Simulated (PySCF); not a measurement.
A small calculation by hand: dipole moment from atomic charges

Bi(F)2(SiH3) (BiF2H3Si), SMILES [SiH3][Bi]([F])[F]. Atoms are numbered in the order given.

```xyz
7

Bi    -0.3794     0.2521     0.0000
F     -0.5229    -1.0981     1.5366
F     -0.5229    -1.0981    -1.5366
Si     2.3210    -0.0563     0.0000
H      2.9109     0.5772    -1.2166
H      2.9109     0.5772     1.2166
H      2.5848    -1.5202     0.0000
```
Charge 0, spin multiplicity 1.

Geometry optimised at B3LYP-D3(BJ)/def2-SVP. The def2 effective core potentials stand for the cores of Bi; spin–orbit coupling is left out.

Charges (e) from ωB97X/def2-TZVP (PySCF):

| atom | ESP fit | Mulliken |
|---|---|---|
| Bi1 | 0.713 | 1.028 |
| F2 | -0.369 | -0.503 |
| F3 | -0.369 | -0.503 |
| Si4 | 0.115 | 0.005 |
| H5 | -0.042 | -0.018 |
| H6 | -0.042 | -0.018 |
| H7 | -0.007 | 0.011 |

The dipole moment of the full density is 4.53 D.

Problem. What dipole moment does each set of point charges give, and which comes closer to that of the density?

Solution. 
μ = Σ q r, and 1 e Å = 4.8032 D.
ESP fit: Σ q r = (0.120, 0.946, 0.000) e Å, |μ| = 4.58 D.
Mulliken: Σ q r = (0.071, 1.326, 0.000) e Å, |μ| = 6.38 D.
ESP fit comes closer in size. Point charges leave out the atoms' own dipoles (lone pairs, polarised bonds); fits to the potential absorb them, partitions of the density don't.
